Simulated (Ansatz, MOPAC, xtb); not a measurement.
Diatomic IrCl, multiplicity 3 (lowest of 2S+1 = 1, 3, 5 at CCSD(T)/def2-TZVPP on PBE0 minima; our sources give no spin for the ground state, which may be another). No spin–orbit coupling.

Constants: fifth-degree fit in 1/R to seven points, most abundant isotopes. Runs in def2 and cc sets follow the lowest solution found near the PBE0 minimum.

Run with Ansatz (a quantum-chemistry and plane-wave program); MOPAC for PM7 (differences of heats of formation); xtb for the GFN methods.  In def2 rows elements past Kr take small-core potentials, without spin–orbit coupling. The GFN methods have no spin term and hold the electronic entropy of 300 K.

| level | r_e (Å) | ω_e (cm⁻¹) | B_e (cm⁻¹) | ω_e x_e (cm⁻¹) | dipole (D) |
|---|---|---|---|---|---|
| PM7 | 2.137 | 391 | 0.125 | 0.55 | - |
| GFN1-xTB | 2.179 | 370 | 0.120 | 1.1 | - |
| GFN2-xTB | 2.143 | 353 | 0.124 | 0.47 | - |
| SVWN5/def2-TZVPP | 2.095 | 437 | 0.130 | 1.2 | 1.70 |
| PBE/def2-TZVPP | 2.144 | 406 | 0.124 | 1.3 | 2.11 |
| r2SCAN/def2-TZVPP | 2.144 | 414 | 0.124 | 1.3 | 2.51 |
| B97M-V/def2-TZVPP | 2.175 | 393 | 0.120 | 1.4 | 2.92 |
| B3LYP/def2-TZVPP | 2.179 | 389 | 0.120 | 1.3 | 2.82 |
| PBE0/def2-TZVPP | 2.155 | 404 | 0.123 | 1.3 | 2.99 |
| BHLYP/def2-TZVPP | 2.196 | 386 | 0.118 | 1.3 | 3.78 |
| CAM-B3LYP/def2-TZVPP | 2.176 | 396 | 0.120 | 1.2 | 3.29 |
| wB97X-V/def2-TZVPP | 2.172 | 399 | 0.121 | 1.2 | 3.57 |
| wB97M-V/def2-TZVPP | 2.182 | 395 | 0.120 | 1.2 | 3.51 |
| B2PLYP/def2-TZVPP | 2.166 | 400 | 0.121 | 1.2 | - |
| CCSD/def2-TZVPP | 2.178 | 400 | 0.120 | 1.2 | - |
| CCSD(T)/def2-TZVPP | 2.168 | 405 | 0.121 | 1.2 | - |

Correlated levels freeze the inner cores; with def2 sets outer-core shells near the valence are correlated too. The state reached by PM7 isn't checked; PM7 holds dispersion and hydrogen-bond terms.

Doubts at one or more of the structures used: a spin-contaminated determinant (PM7).
